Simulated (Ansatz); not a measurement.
Errors in the atomisation enthalpy at 298 K

6 molecules with nitrogen; the atomisation enthalpy at 298 K in kJ/mol, computed less measured. Shapes, held fixed at every level: PBE0-D4/def2-TZVP. Flexible molecules stand in one conformer, not always the lowest. Thermal terms are harmonic and unscaled (PBE0-D4/def2-TZVP); the spin-orbit lowering of the free atoms is taken from their spectra. Programs: Ansatz 0.2.0. Measured values: Active Thermochemical Tables, CRC Handbook of Chemistry and Physics.

Levels: A = PBE-D4/def2-TZVPP; B = wB97M-V/def2-TZVPP; C = CCSD(T)/def2-TZVPP.

| molecule | from tabulated heats | A | B | C |
| --- | --- | --- | --- | --- |
| N2O (nitrous oxide) | 1112 | +168 | +5 | -73 |
| C2N2 (bisisocyanide) | 1766 | +171 | +26 | -94 |
| C3H7NO (propionamide) | 4657 | +142 | +16 | -138 |
| C5H9N (valeronitrile) | 6008 | +149 | +10 | -159 |
| C5H9N (pivalonitrile) | 6021 | +144 | +9 | -157 |
| C6H9N (2,5-dimethylpyrrole) | 6696 | +229 | +23 | -189 |

Task: Which level does best on this set, which worst, and which err to one side?

Result: 
| level | kind | mean error | mean absolute error | worst case |
| --- | --- | --- | --- | --- |
| PBE-D4/def2-TZVPP | GGA | +167.2 | 167.2 | C6H9N |
| wB97M-V/def2-TZVPP | range-separated hybrid | +14.8 | 14.8 | C2N2 |
| CCSD(T)/def2-TZVPP | coupled cluster or CI | -135.0 | 135.0 | C6H9N |

On this set wB97M-V/def2-TZVPP has the smallest mean absolute error and PBE-D4/def2-TZVPP the largest. PBE-D4/def2-TZVPP is too high in 6 of 6; wB97M-V/def2-TZVPP is too high in 6 of 6; CCSD(T)/def2-TZVPP is too low in 6 of 6. Heats of the atoms come from ATcT where it has them. For CCSD(T)/def2-TZVPP the error tends to grow with the atomisation enthalpy. Correlated wave functions converge slowly with the basis. The set is small.
